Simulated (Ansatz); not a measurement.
The same path of H3ISSi (6 atoms, charge 0, multiplicity 1) was run twice with different band settings. Lost on the way: Si2–H5. Made: S1–H5.

Method: Ansatz, RHF/def2-SVP.

Relaxed end points:

```xyz
6
Properties=species:S:1:pos:R:3
S -1.029 -1.417 -0.078
Si 0.443 0.098 0.262
I -0.505 2.378 0.277
H -1.349 -1.046 -1.321
H 1.480 0.094 -0.781
H 1.003 -0.171 1.594
```

```xyz
6
Properties=species:S:1:pos:R:3
S 0.056 -1.298 -0.745
Si 1.081 0.488 1.076
I -0.432 2.433 0.351
H -1.198 -0.849 -0.850
H 0.483 -0.708 -1.865
H 0.052 -0.131 1.987
```

Common settings: movable images 5; climbing image yes; spring 5.0 eV/Å²; start path through a guess of the saddle point; force threshold 0.05 eV/Å; iteration limit 60; end points relaxed.

| run | optimiser | largest step |
| --- | --- | --- |
| 1 | quadratic models (default) | default |
| 2 | lbfgs | 0.5 Å |

Task: What does each run give, and how far can it be trusted?

Result: Run 1: converged after 20 iterations, highest image 3.448 eV above the first end. Neighbouring images differ by up to 2.5 eV, so the band resolves the path poorly. A vibrational analysis at the climbing image gives one clearly imaginary mode, 1504i cm⁻¹: a first-order saddle point.
Run 2: converged after 57 iterations, highest image 3.448 eV above the first end. Neighbouring images differ by up to 1.6 eV, so the band resolves the path poorly. Another band between the same ends (5 images) ends at a top of the same energy, where a vibrational analysis finds 1 clearly imaginary mode.
The orbitals stay closed-shell, which can raise the energy where a bond breaks towards radicals; this wasn't checked here.
